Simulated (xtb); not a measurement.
platinum atom (Pt), triplet (GFN-xTB shapes and energies of metal compounds can be far from the true ones); GFN1-xTB run with xtb.

The xtb input:
```
$ xtb mol.xyz --gfn 1 --chrg 0 --uhf 2 --json

# file mol.xyz
1

Pt     0.00000000     0.00000000     0.00000000
```

Task: Write the output that xtb gives for this input, abridged.

Result: 
```
   ID    Z sym.   atoms
    1   78 Pt     1

           -------------------------------------------------
          |                Calculation Setup                |
           -------------------------------------------------

           -------------------------------------------------
          |                 G F N 1 - x T B                 |
           -------------------------------------------------

          ...................................................
          :                      SETUP                      :
          :.................................................:
          :  # basis functions                  10          :
          :  # atomic orbitals                   9          :
          :  # shells                            3          :
          :  # electrons                        10          :
          :  # halogen bonds                     0          :
          :  max. iterations                   250          :
          :  Hamiltonian                  GFN1-xTB          :
          :  restarted?                      false          :
          :  GBSA solvation                  false          :
          :  PC potential                    false          :
          :  electronic temp.          300.0000000     K    :
          :  accuracy                    1.0000000          :
          :  -> integral cutoff          0.2500000E+02      :
          :  -> integral neglect         0.1000000E-07      :
          :  -> SCF convergence          0.1000000E-05 Eh   :
          :  -> wf. convergence          0.2000000E-04 e    :
          :  Broyden damping             0.4000000          :
          :  net charge                          0          :
          :  unpaired electrons                  2          :
          ...................................................

 iter      E             dE          RMSdq      gap      omega  full diag
   1     -4.0927678 -0.409277E+01  0.141E+01    2.10       2.1  T
   2     -4.0927678  0.000000E+00  0.113E+01    2.08       2.1  T
   3     -4.0927678  0.000000E+00  0.871E+00    2.07       2.1  T
   4     -4.0927678  0.000000E+00  0.697E+00    2.05       2.1  T
   5     -4.0927678  0.000000E+00  0.558E+00    2.04       2.0  T
   6     -4.0927678  0.000000E+00  0.446E+00    2.03       2.0  T
   7     -4.0927678  0.000000E+00  0.357E+00    2.03       2.0  T
   8     -4.0927678  0.000000E+00  0.285E+00    2.02       2.0  T
[...]
         :: total energy              -4.092767834536 Eh    ::
[...]
         :: dispersion energy          0.000000000000 Eh    ::
         :: halogen bond corr.         0.000000000000 Eh    ::
         :: add. restraining           0.000000000000 Eh    ::
         :: total charge               0.000000000164 e     ::
         :::::::::::::::::::::::::::::::::::::::::::::::::::::

           -------------------------------------------------
          |                Property Printout                |
           -------------------------------------------------

    * Orbital Energies and Occupations

         #    Occupation            Energy/Eh            Energy/eV
      -------------------------------------------------------------
         1        1.8000           -0.4059165             -11.0456
         2        1.8000           -0.4059165             -11.0456
         3        1.8000           -0.4059165             -11.0456
         4        1.8000           -0.4059165             -11.0456
         5        1.8000           -0.4059165             -11.0456
         6        1.0000           -0.2464567              -6.7064 (HOMO)
         7                         -0.1728847              -4.7044 (LUMO)
         8                         -0.1728847              -4.7044
         9                         -0.1728847              -4.7044
      -------------------------------------------------------------
                  HL-Gap            0.0735719 Eh            2.0020 eV
             Fermi-level           -0.3071351 Eh           -8.3576 eV

  Mulliken/CM5 charges         n(s)   n(p)   n(d)
     1Pt    0.00000  0.00000   1.000  0.000  9.000

Wiberg/Mayer (AO) data.
largest (>0.10) Wiberg bond orders for each atom

 ---------------------------------------------------------------------------
     #   Z sym  total        # sym  WBO       # sym  WBO       # sym  WBO
 ---------------------------------------------------------------------------
     1  78 Pt   0.000
 ---------------------------------------------------------------------------

 dipole moment from electron density (au)
     X       Y       Z
   0.0000   0.0000   0.0000  total (Debye):    0.000

           -------------------------------------------------
          | TOTAL ENERGY               -4.092767834536 Eh   |
          | GRADIENT NORM               0.000000000000 Eh/α |
          | HOMO-LUMO GAP               2.001994551520 eV   |
           -------------------------------------------------

normal termination of xtb
```
